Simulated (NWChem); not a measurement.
# SiH$_{4}$Se; SMILES [SeH][SiH3]

Program: NWChem. Medium grid unless said otherwise, to which SCAN and Minnesota functionals are sensitive. All runs use the structure optimised with PBE0/def2-SVP.

Task: Order these by “dipole (D)”, lowest first: PBE/def2-SVP; LC-BLYP (range parameter 0.33 per bohr)/def2-SVP; LDA (Slater exchange, PW92)/def2-SVP.

Result: PBE/def2-SVP (0.86), LDA (Slater exchange, PW92)/def2-SVP (0.94), LC-BLYP (range parameter 0.33 per bohr)/def2-SVP (1.01)
